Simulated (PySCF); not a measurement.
Identify the unknown among the candidates.

All candidates are C5H8BFO2.

* Couplings: largest of the computed one-bond spin–spin couplings (means over like bonds): 19F–13C -236.6, 13C–1H +168.0, 13C–1H +155.3, 13C–1H +142.4, 13C–1H +140.8, 13C–1H +134.8, 13C–1H +132.6, 13C–11B +88.4 Hz [B3LYP/pcJ-1, spin–dipole term left out for some pairs]
* Rotational structure: rotational constants A, B, C: 3.454, 0.920, 0.750 GHz [PBE0-D3(BJ)/def2-SVP]
* Dipole: 1.24 D [PBE0/def2-SVPD]
* XPS: B1s 197.1, C1s 290.1, C1s 290.4, C1s 290.7, C1s 290.7, C1s 292.8, O1s 539.0 (×2), F1s 692.0 eV [ΔSCF SCAN, pcX-2 on the ionised atom, pcseg-1 elsewhere, spin-free X2C]
* NMR, other nuclei: isotropic shieldings of nuclei other than C and H, by class: 75 (1 B), 219 (2 O), 373 (1 F) ppm [GIAO PBE0/pcSseg-1]
* Polarisability: 78.8 au [PBE0/def2-SVPD]
* 13C NMR: chemical shifts (computed TMS as zero) by class: 151.5 (1 C), 151.4 (1 C), 100.7 (1 C), 35.4 (1 C), 35.2 (1 C) ppm [GIAO PBE0/pcSseg-1]
* 1H NMR: chemical shifts (computed TMS as zero) by class: 6.30 (1 H), 5.66 (1 H), 4.00 (2 H), 2.62 (1 H), 2.35 (1 H), 2.27 (1 H), 1.81 (1 H) ppm [GIAO PBE0/pcSseg-1]
* Triplet: lowest triplet excitation (Tamm–Dancoff): 3.79 eV [TDA PBE0/def2-SVPD]
* UV, first state: lowest singlet excitation: 6.01 eV (206 nm, f = 0.232) [TDDFT PBE0/def2-SVPD]

The electronic properties come from PySCF, for the isolated species, density fitting. Levels stand in brackets. Isolated species at its PBE0-D3(BJ)/def2-SVP geometry (one conformer only). Each NMR value is the plain mean over a class of atoms that symmetry, rotation or inversion makes alike.

**Question.** Which candidate is it?
A. `F[C@@H]1COB(C2CC2)O1`
B. `OB(O)[C@]12C[C@](F)(C1)C2`
C. `OB(O)C1=C[C@@H](F)CC1`
D. `F[C@@H]1C[C@H]1B1OCCO1`
E. `F[C@@H]1C[C@@H]1B1OCCO1`

**Answer.** C. It is `OB(O)C1=C[C@@H](F)CC1`. Numbering: `[OH:1][B:2]([OH:3])[C:4]1=[CH:5][C@@H:6]([F:7])[CH2:8][CH2:9]1`. 5 carbons fall into 5 classes; from least to most shielded: fully substituted alkene carbon [C4] (151.5 ppm), alkene CH carbon [C5] (151.4 ppm), sp3 C–F carbon [C6] (100.7 ppm), ring CH2 carbon [C8] (35.4 ppm), allylic carbon [C9] (35.2 ppm). Hydrogen classes from least to most shielded: 1 H on an alkene CH carbon, C5 (6.30 ppm), 1 H on an sp3 C–F carbon, C6 (5.66 ppm), 2 H on 2 boron-bound oxygens, O1/O3 (4.00 ppm), 1 H on an allylic carbon, C9 (2.62 ppm), 1 H on an allylic carbon, C9 (2.35 ppm), 1 H on a ring CH2 carbon, C8 (2.27 ppm), 1 H on a ring CH2 carbon, C8 (1.81 ppm). The other shieldings belong to: 75 ppm, three-coordinate boron [B2]; 219 ppm, boron-bound oxygen [O1/O3]; 373 ppm, alkyl fluorine [F7]. The couplings run between: -236.6 Hz, alkyl fluorine [F7] and sp3 C–F carbon [C6]; +168.0 Hz, alkene CH carbon [C5] and its hydrogen; +155.3 Hz, sp3 C–F carbon [C6] and its hydrogen; +142.4 Hz, allylic carbon [C9] and its hydrogen; +140.8 Hz, ring CH2 carbon [C8] and its hydrogen; +134.8 Hz, allylic carbon [C9] and its hydrogen; +132.6 Hz, ring CH2 carbon [C8] and its hydrogen; +88.4 Hz, fully substituted alkene carbon [C4] and three-coordinate boron [B2]. The core levels belong to: B1s 197.1 eV, three-coordinate boron [B2]; C1s 290.1 eV, fully substituted alkene carbon [C4]; C1s 290.4 eV, alkene CH carbon [C5]; C1s 290.7 eV, allylic carbon [C9]; C1s 290.7 eV, ring CH2 carbon [C8]; C1s 292.8 eV, sp3 C–F carbon [C6]; O1s 539.0 eV, boron-bound oxygen [O1/O3]; F1s 692.0 eV, alkyl fluorine [F7]. One atom of each topological class was ionised and stands for its class. S1 is mainly HOMO→LUMO (weight 0.94); the largest Löwdin shares of the orbital it empties are 0.30 on the alkene CH carbon, 0.28 on the fully substituted alkene carbon, 0.09 on the allylic carbon and 0.07 on the sp3 C–F carbon, of the orbital it fills 0.27 on the alkene CH carbon, 0.26 on the fully substituted alkene carbon, 0.14 on the three-coordinate boron and 0.06 on a boron-bound oxygen. The optimised geometry has point group C1 and is an asymmetric top.

The others, at the same levels:
- `F[C@@H]1C[C@@H]1B1OCCO1` fails: it has 4 carbon classes against 5; its computed 13C shifts are 73.5 (1 C), 68.2 (2 C), 12.5 (1 C), 3.4 (1 C) ppm, core binding energies are B1s 196.7, C1s 290.3, C1s 290.7, C1s 292.5 (×2), C1s 292.8, O1s 538.5 (×2), F1s 692.3 eV and 1H shifts are 4.39 (1 H), 4.17 (2 H), 4.17 (2 H), 1.29 (1 H), 0.67 (1 H), 0.18 (1 H) ppm.
- `F[C@@H]1COB(C2CC2)O1` fails: its computed 13C shifts are 111.7 (1 C), 75.8 (1 C), 6.9 (1 C), 6.5 (1 C), -6.4 (1 C) ppm, core binding energies are B1s 196.9, C1s 290.2, C1s 290.6, C1s 290.7, C1s 292.7, C1s 294.8, O1s 538.8, O1s 539.0, F1s 692.7 eV and 1H shifts are 5.85 (1 H), 4.21 (1 H), 4.11 (1 H), 0.74 (1 H), 0.70 (1 H), 0.69 (1 H), 0.68 (1 H), 0.03 (1 H) ppm.
- `F[C@@H]1C[C@H]1B1OCCO1` fails: it has 4 carbon classes against 5; its computed 13C shifts are 73.4 (1 C), 68.1 (2 C), 12.7 (1 C), 2.5 (1 C) ppm, core binding energies are B1s 196.8, C1s 290.3, C1s 290.8, C1s 292.6 (×2), C1s 292.8, O1s 538.6 (×2), F1s 692.4 eV and 1H shifts are 4.32 (1 H), 4.12 (2 H), 4.11 (2 H), 1.05 (1 H), 0.68 (1 H), 0.48 (1 H) ppm.
- `OB(O)[C@]12C[C@](F)(C1)C2` fails: its computed lowest singlet excitation is 7.58 eV (163 nm, f = 0.004) (against 6.01 eV), lowest triplet excitation (Tamm–Dancoff) is 7.50 eV (against 3.79 eV) and static isotropic polarisability is 75.9 au (against 78.8 au).

Each candidate is one conformer, not necessarily the lowest. The conformers computed, where there is a choice (atom-mapped SMILES and torsion angles):
- `[F:1][C@@H:2]1[CH2:3][C@@H:4]1[B:5]1[O:6][CH2:7][CH2:8][O:9]1`: C3–C4–B5–O6 -16°
- `[F:1][C@@H:2]1[CH2:3][O:4][B:5]([CH:6]2[CH2:7][CH2:8]2)[O:9]1`: O4–B5–C6–C7 -143°
- `[F:1][C@@H:2]1[CH2:3][C@H:4]1[B:5]1[O:6][CH2:7][CH2:8][O:9]1`: C3–C4–B5–O6 -147°
- `[OH:1][B:2]([OH:3])[C@:4]12[CH2:5][C@:6]([F:7])([CH2:8]1)[CH2:9]2`: O1–B2–C4–C5 -65°, H–O1–B2–O3 0°, H–O3–B2–O1 0°

The conformers of `OB(O)C1=C[C@@H](F)CC1` aren't listed.

One-bond C–F couplings are unscaled; at this level they come out some 30 % too large in size.
